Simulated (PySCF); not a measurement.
# Reading the logs of faulty runs: CGe2H6N cation

Calculated results; nothing here was measured. They come from PySCF 2.14.0, an open-source quantum chemistry program, on an isolated molecule that a program drew, which may never have been made. The molecule is CGe2H6N cation (charge +1, singlet), drawn as the SMILES string `[NH2][GeH+][CH]=[GeH2]`.

Each row is a Hartree-Fock (HF) and frozen-core CCSD(T) single point in the cc-pVDZ basis, meant for a local HF minimum. Run 1 is clean. Each other run has one planted mistake out of seven kinds, and not every kind appears here: one electron removed, one electron added, multiplicity raised by two, geometry at a saddle point, minimal basis STO-3G, one bond length entered in bohr, all coordinates scaled. The reference is restricted for singlets and unrestricted otherwise, and also for a bond in bohr. Adding or removing an electron swaps singlet and doublet. Electrons count all cores. HOMO and LUMO are orbital energies over both spins, the gradient is its largest component, and the lowest frequency (negative if imaginary) is given only where the gradient is small. Bond lengths are over the 9 bonds as drawn. T1 is the CCSD diagnostic: over 0.02 (restricted) or 0.045 (unrestricted) a single reference is doubtful. Germanium has the cc-pVDZ-PP basis, with a core potential (ECP10MDF) in place of its 10 inner electrons, and its 3s, 3p and 3d shells are frozen in CCSD(T).

Geometry of the clean run:
```xyz
10
CGe2H6N cation, angstrom
N    -1.1982   -0.5875   -2.4940
Ge   -1.7387    0.4797   -1.2181
C    -1.2586    0.3081    0.5377
Ge   -0.1878   -0.9304    1.2740
H    -1.4861   -0.4566   -3.4465
H    -0.5878   -1.3730   -2.3727
H    -2.6520    1.5678   -1.7233
H    -1.6844    1.0563    1.1985
H     0.1151   -0.9397    2.7531
H     0.4536   -2.0158    0.4351
```

```
run,electrons,basis functions,<S^2>,HOMO (eV),LUMO (eV),gradient (hartree/bohr),lowest frequency (cm^-1),mean bond (Å),longest bond (Å),T1,HF (hartree),CCSD(T) (hartree),mistake
1,82,104,0.000,-13.94,-3.97,2.3e-05,109,1.4439,1.828,0.0180,-682.29654,-682.83425,no fault
2,81,104,0.771,-20.83,-11.44,7.4e-02,-,1.4439,1.828,0.0285,-681.84078,-682.33661,one electron removed
3,82,104,0.000,-14.38,-3.84,5.0e-02,-,1.3775,1.744,0.0154,-682.27044,-682.79609,all coordinates scaled
4,82,104,2.026,-10.83,-5.55,7.3e-02,-,1.4439,1.828,0.0243,-682.21441,-682.72451,?
5,83,104,0.985,-5.48,2.33,2.9e-02,-,1.4439,1.828,0.0309,-682.47061,-683.01910,?
```

**Which mistake was planted in run 4, and what did it cost?**

Electrons, basis and geometry are unchanged, and <S^2> is 2.026, beside S(S+1) = 2.00 for a multiplicity of 3. So the mistake is: multiplicity raised by two. Subtracting run 1 and multiplying by 627.51 kcal/mol a hartree, the energy moved by 51.5 kcal/mol in HF and 68.9 kcal/mol in CCSD(T).

**Which mistake was planted in run 5, and what did it cost?**

It counts 83 electrons, one more than the clean run, at the same geometry and basis. So the mistake is: one electron added. Subtracting run 1 and multiplying by 627.51 kcal/mol a hartree, the energy moved by -109.2 kcal/mol in HF and -116.0 kcal/mol in CCSD(T).

